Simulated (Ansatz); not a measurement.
`N/C=C/CBr` → Br• + 3 C• + 6 H• + N•  (atomization)

Program: Ansatz. Geometries: PBE0-D4/def2-TZVP. ΔE: electronic, gas phase. CCSD(T)/CBS is the MP2 limit (def2-TZVPP, def2-QZVPP) plus CCSD(T) − MP2 in def2-TZVPP, frozen cores. This one scheme is used for every species, atoms too. Functionals use def2-TZVPP. B3LYP here is the variant with VWN-RPA as its local correlation; programs differ in this. No spin–orbit coupling; open shells (•) take unrestricted orbitals. Spin–orbit coupling would lower the free atoms: a little for C; clearly for Br. Bonds to Br are less sure, by a few kJ/mol each and by 10 to 20 or more in all where they break to atoms, as the def2 sets lack core-valence functions. Scalar relativity is left out up to krypton. Each species was taken in one conformer, which may not be the lowest.

```
         level  ΔE (eV)  difference from CCSD(T)/CBS
   LDA (SPW92)    50.41                         6.97
     r2SCAN-D4    43.64                         0.20
      B3LYP-D4    43.63                         0.19
    r2SCAN0-D4    42.92                        -0.52
       ωB97X-V    43.49                         0.05
      PBE-QIDH    43.34                        -0.10
           PBE    44.70                         1.26
        r2SCAN    43.58                         0.14
         B3LYP    43.28                        -0.16
       r2SCANh    43.28                        -0.16
         BHLYP    41.89                        -1.55
       LC-ωPBE    43.32                        -0.12
 CCSD/def2-SVP    40.61                        -2.83
 HF/def2-TZVPP    30.88                       -12.56
MP2/def2-QZVPP    43.71                         0.27
 MP2/CBS(def2)    44.21                         0.77
   CCSD(T)/CBS    43.44                            0
```

Largest T1 diagnostic among the species: 0.010.

In def2-TZVPP, CCSD(T) changes the Hartree–Fock value by +11.35 eV (the triples alone add +0.75 eV) and MP2 by +12.13 eV; breaking electron pairs costs correlation energy, which Hartree–Fock lacks. The D4 term adds +0.35 eV with B3LYP and +0.18 eV with PBE0; it sums over pairs of atoms, weighted by their polarisabilities, and B3LYP, whose exchange is more repulsive, gets the larger term. From PBE to PBE0 (25 % exact exchange), in def2-TZVPP and without D4, ΔE moves by −0.94 eV: exact exchange takes away binding that semilocal exchange gives to molecules.

For atomizations the MP2-based limit and the directly extrapolated one differ by several kJ/mol either way, and by 10 to 25 for some Ge, Se and Sn compounds, so smaller differences from it don't rank the levels.
